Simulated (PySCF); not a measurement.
In(H)2(Me)(NH3), CH8InN, singlet, PBE0/def2-SVP optimised geometry.

```
11

In     0.18     0.58     0.00
H     -0.66     2.12     0.00
H      1.93     0.58     0.00
C     -0.88    -1.19     0.70
H     -0.88    -1.21     1.80
H     -0.39    -2.12     0.36
H     -1.93    -1.20     0.37
N     -0.06     0.18    -2.37
H      0.37    -0.70    -2.65
H      0.38     0.93    -2.91
H     -1.04     0.15    -2.65
```

Density from PBE0/def2-TZVP, def2 effective core potentials past Kr run with PySCF 2.14.0 at that geometry. The core electrons that the potentials of In replace are not part of the density.

Minimum of the electron density along straight lines between bonded atoms, close to the bond critical point (lines longer than 1.1 times the sum of covalent radii, or with two minima, are not listed):

```
bond    length / Å  ρ at the minimum / e bohr⁻³  ∇²ρ there / e bohr⁻⁵  position (fraction from the first atom)
------  ----------  ---------------------------  --------------------  ---------------------------------------
In1–H2       1.750                        0.099                  0.11                                     0.63
In1–H3       1.750                        0.099                  0.11                                     0.63
In1–C4       2.182                        0.094                     …                                     0.51
C4–H5        1.101                        0.265                 -0.86                                     0.64
C4–H6        1.101                        0.266                 -0.86                                     0.64
C4–H7        1.101                        0.266                 -0.86                                     0.64
N8–H9        1.019                        0.333                 -1.64                                     0.74
N8–H10       1.019                        0.333                 -1.64                                     0.74
N8–H11       1.019                        0.333                 -1.64                                     0.74
```

Problem. Fill in the missing entries.

Solution. 
- In1–C4, ∇²ρ there / e bohr⁻⁵: 0.16
